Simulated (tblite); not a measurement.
Species: C₄H₁₃FSi₄.
SMILES with atom numbers: `[F:1][Si@@H:2]1[SiH2:3][SiH2:4][Si@H:5]1[CH:6]1[CH2:7][CH2:8][CH2:9]1` (hydrogens: H10 on Si2; H11, H12 on Si3; H13, H14 on Si4; H15 on Si5; H16 on C6; H17, H18 on C7; H19, H20 on C8; H21, H22 on C9)

The geometry is computed with GFN2-xTB (gas phase).

**Question.** Give the optimised bond lengths and angles.

**Answer.** 
```tsv
bond	length (bohr)
F1–Si2	3.087
Si2–Si3	4.451
Si3–Si4	4.467
Si4–Si5	4.496
Si5–C6	3.604
C6–C7	2.909
C7–C8	2.899
C8–C9	2.898
Si2–Si5	4.462
C6–C9	2.910
Si2–H10	2.767
Si3–H11	2.783
Si3–H12	2.774
Si4–H13	2.779
Si4–H14	2.781
Si5–H15	2.795
C6–H16	2.063
C7–H17	2.063
C7–H18	2.059
C8–H19	2.056
C8–H20	2.057
C9–H21	2.059
C9–H22	2.058
```

A selection of angles:
```tsv
angle	degrees
F1–Si2–Si3	107.3
F1–Si2–Si5	106.7
F1–Si2–H10	98.6
Si3–Si2–Si5	90.6
Si3–Si2–H10	125.5
Si5–Si2–H10	126.6
Si2–Si3–Si4	89.5
Si2–Si3–H11	113.2
Si2–Si3–H12	118.9
Si4–Si3–H11	114.2
Si4–Si3–H12	118.4
H11–Si3–H12	103.1
Si3–Si4–Si5	90.0
Si3–Si4–H13	114.5
Si3–Si4–H14	117.3
Si5–Si4–H13	114.5
Si5–Si4–H14	118.8
H13–Si4–H14	102.4
Si4–Si5–C6	113.6
Si4–Si5–H15	118.1
C6–Si5–H15	104.0
Si2–Si5–Si4	89.0
Si2–Si5–C6	111.0
Si2–Si5–H15	121.2
Si5–C6–C7	114.3
Si5–C6–C9	114.9
Si5–C6–H16	110.9
C7–C6–C9	89.4
C7–C6–H16	113.0
C9–C6–H16	112.9
C6–C7–C8	89.7
C6–C7–H17	116.3
C6–C7–H18	113.5
C8–C7–H17	115.3
C8–C7–H18	113.1
H17–C7–H18	108.2
C7–C8–C9	89.8
C7–C8–H19	113.1
C7–C8–H20	115.6
C9–C8–H19	113.2
C9–C8–H20	115.5
H19–C8–H20	108.7
C8–C9–H21	115.4
C8–C9–H22	113.2
```

Dihedral angles: F1–Si2–Si3–Si4 -100° (anticlinal); Si2–Si3–Si4–Si5 -7° (synperiplanar); Si3–Si4–Si5–C6 -105° (anticlinal); Si4–Si5–C6–C7 53° (synclinal); Si5–C6–C7–C8 -108° (anticlinal); C6–C7–C8–C9 -9° (synperiplanar); C7–C8–C9–C6 9° (synperiplanar); F1–Si2–Si5–Si4 101° (anticlinal); Si5–C6–C9–C8 108° (anticlinal).

The 4-membered ring Si2–Si3–Si4–Si5 has internal angles of 89.0° to 90.6° (sum 359°, against 360° for a flat polygon); it is puckered, 0.08 Å rms from its mean plane, widest ring torsion 8°. Si4 (SiH2 silicon) has angles from 90.0° to 118.8°. The 4-membered ring C6–C7–C8–C9 has internal angles of 89.4° to 89.8° (sum 359°, against 360° for a flat polygon); it is slightly puckered (a soft mode that the optimisation may not have finished), 0.06 Å rms from its mean plane, widest ring torsion 9°. Si3 (SiH2 silicon) has angles from 89.5° to 118.9°. Si2 (fluorine-bound silicon) has angles from 90.6° to 126.6°. The Si–Si distances run from 2.355 Å (Si2–Si3, drawn single) to 2.379 Å (Si4–Si5, drawn single), a spread of 0.024 Å. Of the pairs four or more bonds apart, Si2···H17 is among the closest relative to their van der Waals radii: 3.13 Å, 95 % of the sum of Bondi's values.

Point group: C1 (no symmetry element, even within 0.4 Å). Its GFN2-xTB frequencies are all real (lowest 28 cm⁻¹). The numbers are those of one conformer.

Hardware: one thread of an Arm Neoverse V2, shared host. Cost: 2.8 s wall. This is the geometry optimisation.
